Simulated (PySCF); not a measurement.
## Computed vibrations of [Gd(SH)4]−

[Gd(SH)4]− (singlet in the valence; each metal's 4f electrons, 7 of them, lie in its core potential, out of spins and levels). PySCF 2.14.0, RKS PBE0, Gd lcecp-1-SVP with ECP53, S def2-SVP, H def2-SVP; non-relativistic Hamiltonian with scalar-relativistic core potentials where named; density fitting; no spin-orbit coupling. Central differences of gradients.

```xyz
9

Gd    0.0000    0.0000    0.0000
S     1.5333    1.6738    1.4235
H     2.4569    0.6932    1.5700
S    -1.5333   -1.6738    1.4235
H    -2.4569   -0.6932    1.5700
S     1.6738   -1.5333   -1.4235
H     0.6932   -2.4569   -1.5700
S    -1.6738    1.5333   -1.4235
H    -0.6932    2.4569   -1.5700
```

Run from Python with OMP_NUM_THREADS=2. Where DIIS fails, smearing, a level shift and second-order steps follow.
It took 3.4 min on 2 threads of Arm Neoverse V1, with other jobs on the host.

Question: What are the harmonic wavenumbers and infrared intensities?

Answer: Negative numbers are unstable modes, those under 60 cm⁻¹ near the noise; a finer grid moves soft modes by up to 10 cm⁻¹.
```tsv
cm⁻¹	km/mol	symmetry
-126	–	
-54	–	
54	0.1	
56	0.8	
64	4.9	
66	16.3	
69	15.6	
71	0.0	
120	29.6	
257	0.0	
267	56.1	
267	56.2	
270	42.2	
370	0.0	
392	39.0	
392	39.0	
402	25.8	
2683	0.0	
2683	13.8	
2684	13.7	
2684	0.3
```

Question: Is this a minimum?

Answer: No: 2 unstable; the lowest moves the atoms so:
```
Gd   0.00  0.00  0.00
S   -0.01  0.00  0.01
H   -0.20 -0.12  0.45
S    0.01  0.00  0.01
H    0.20  0.12  0.45
S    0.00  0.01 -0.01
H   -0.12  0.20 -0.44
S    0.00 -0.01 -0.01
H    0.12 -0.20 -0.44
```

An lcecp potential fixes the number of 4f electrons, so in runs with it no electron can move into or out of that shell.
